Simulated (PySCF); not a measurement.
# One molecule, several mistakes: B2H6NSi

All numbers below are calculated, not measured. The program is PySCF 2.14.0, an open-source quantum chemistry code, run on an isolated molecule that a program drew, which may never have been made. The molecule is B2H6NSi (charge 0, doublet), drawn as the SMILES string `BB[SiH]N`.

Each row is a Hartree-Fock (HF) and frozen-core CCSD(T) single point in the cc-pV(D+d)Z basis, meant for a local HF minimum. Run 1 is clean. Each other run has one planted mistake out of seven kinds, and not every kind appears here: one electron removed, one electron added, multiplicity raised by two, geometry at a saddle point, minimal basis STO-3G, one bond length entered in bohr, all coordinates scaled. The reference is restricted for singlets and unrestricted otherwise, and also for a bond in bohr. Adding or removing an electron swaps singlet and doublet. Electrons count all cores. HOMO and LUMO are orbital energies over both spins, the gradient is its largest component, and the lowest frequency (negative if imaginary) is given only where the gradient is small. Bond lengths are over the 9 bonds as drawn. T1 is the CCSD diagnostic: over 0.02 (restricted) or 0.045 (unrestricted) a single reference is doubtful.

Geometry of the clean run:
```xyz
10
B2H6NSi, angstrom
B    -2.5753   -0.6573    0.3558
B    -1.6968    0.6783    0.8982
Si    0.1766    1.0077    0.7639
N     1.3550    0.0101    0.0618
H    -2.7715   -1.6219    1.0528
H    -3.0633   -0.6989   -0.7465
H    -2.2820    1.5768    1.4533
H     0.8725    2.2077    1.2661
H     1.1570   -0.8754   -0.3600
H     2.3266    0.2456    0.0252
```

| run | electrons | basis functions | <S^2> | HOMO (eV) | LUMO (eV) | gradient (hartree/bohr) | lowest frequency (cm^-1) | mean bond (Å) | longest bond (Å) | T1 | HF (hartree) | CCSD(T) (hartree) | mistake |
|---|---|---|---|---|---|---|---|---|---|---|---|---|---|
| 1 | 37 | 95 | 0.760 | -7.13 | 1.48 | 1.1e-05 | 117 | 1.3763 | 1.907 | 0.0169 | -396.19605 | -396.68811 | no fault |
| 2 | 37 | 95 | 3.769 | -6.36 | -0.50 | 7.8e-02 | - | 1.3763 | 1.907 | 0.0213 | -396.05169 | -396.53825 | multiplicity raised by two |
| 3 | 37 | 95 | 0.909 | -7.66 | 1.71 | 3.1e-02 | - | 1.5649 | 3.603 | 0.0419 | -396.11196 | -396.59589 | one bond length entered in bohr |
| 4 | 37 | 30 | 0.755 | -3.97 | 5.94 | 2.4e-02 | - | 1.3763 | 1.907 | 0.0238 | -391.48703 | -391.69067 | ? |
| 5 | 37 | 95 | 0.759 | -7.17 | 1.76 | 1.0e-01 | - | 1.2662 | 1.754 | 0.0145 | -396.12811 | -396.61082 | ? |

**Which mistake was planted in run 4, and what did it cost?**

It has 30 basis functions where the clean run has 95, with the same electrons and geometry. So the mistake is: minimal basis STO-3G. Subtracting run 1 and multiplying by 627.51 kcal/mol a hartree, the energy moved by 2955.0 kcal/mol in HF and 3135.9 kcal/mol in CCSD(T).

**Which mistake was planted in run 5, and what did it cost?**

The mean and the longest bond both change by the same factor, 0.920, and the gradient is no longer small. So the mistake is: all coordinates scaled. Subtracting run 1 and multiplying by 627.51 kcal/mol a hartree, the energy moved by 42.6 kcal/mol in HF and 48.5 kcal/mol in CCSD(T).

